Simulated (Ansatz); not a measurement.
Computed with Ansatz on PBE0-D4/def2-TZVP structures; ΔE is electronic, products minus reactants. CBS: MP2 limit from def2 TZ/QZ plus the TZ coupled-cluster correction, frozen cores. This one scheme is used for every species. DFT in def2-TZVPP. Each species was taken in one conformer, which may not be the lowest.

`ClC[SiH2]Cl` + `OC1=CC1` → `OC1=C(CCl)C1` + `[SiH3]Cl`  (formal exchange of groups at a C–Si bond)

```
             level  ΔE (kcal/mol)
            PBE-D4            3.5
CCSD(T)/def2-TZVPP            4.2
```

Question: What does CCSD(T)/CBS give? (Estimate.)

Answer: Ansatz gave: +5.1 kcal/mol. The listed levels differ from it by -1.6, -0.9 kcal/mol.

Largest T1 diagnostic among the species: 0.012.
